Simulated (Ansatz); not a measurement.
Basis-set series for CH₇GaGeO, SMILES `C[O][GeH2][GaH2]`. The species carries charge 0 and has multiplicity 1. The structure was optimised at the PBE0-D4/def2-TZVP level. It is one conformer, not always the lowest.

Cartesian coordinates in Å:
```
C -1.414 0.263 1.152
O -1.271 0.664 -0.185
Ge -0.104 -0.248 -1.195
Ga 2.191 0.018 -0.359
H -1.806 -0.760 1.238
H -0.466 0.313 1.708
H -2.122 0.939 1.638
H -0.326 0.333 -2.604
H -0.558 -1.732 -1.198
H 2.480 0.742 1.005
H 3.398 -0.534 -1.201
```

| functional | basis | functions | energy (Eh) | HOMO (eV) | LUMO (eV) |
| --- | --- | --- | --- | --- | --- |
| PBE0-D4 | def2-SVP | 127 | -4118.14382 | -7.01 | -2.19 |
| PBE0-D4 | def2-TZVPP | 256 | -4118.79172 | -7.10 | -2.21 |
| ωB97M-V | def2-SVP | 127 | -4118.50035 | -9.10 | -0.45 |
| ωB97M-V | def2-TZVPP | 256 | -4119.15248 | -9.21 | -0.50 |

Give the rows for def2-QZVPP. (Estimate.)

Ansatz gave: 
| functional | basis | functions | energy (Eh) | HOMO (eV) | LUMO (eV) |
| --- | --- | --- | --- | --- | --- |
| PBE0-D4 | def2-QZVPP | 502 | -4118.88741 | -7.12 | -2.23 |
| ωB97M-V | def2-QZVPP | 502 | -4119.24582 | -9.23 | -0.60 |

Scalar relativity is left out up to krypton.
